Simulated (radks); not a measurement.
I+, 52 electrons, occupied as [Kr] 4d10 5s2 5p(1/2: 2, 3/2: 2). Calculated with a radial shooting solver on a logarithmic mesh with Libxc functionals: Dirac Kohn-Sham, BLYP, spin-unpolarised, spherical densities, finite nucleus; Fermi nuclear charge, rms radius 4.75 fm.

Spin-orbit splittings of the eigenvalues, e(l+1/2) - e(l-1/2), with zeta = 2 splitting/(2l+1) and mean radii in bohr:

shell  occ.  splitting (eV)  zeta (eV)  <r> j=l-1/2  <r> j=l+1/2
2p        6           298.9      199.2      0.09845       0.1041
3p        6           56.23      37.48       0.3041       0.3156
3d       10           11.83      4.730       0.2865       0.2901
4p        6           10.98      7.320       0.7726       0.8010
4d       10           1.719     0.6874       0.9144       0.9259
5p        4           1.145     0.7630        2.268        2.368
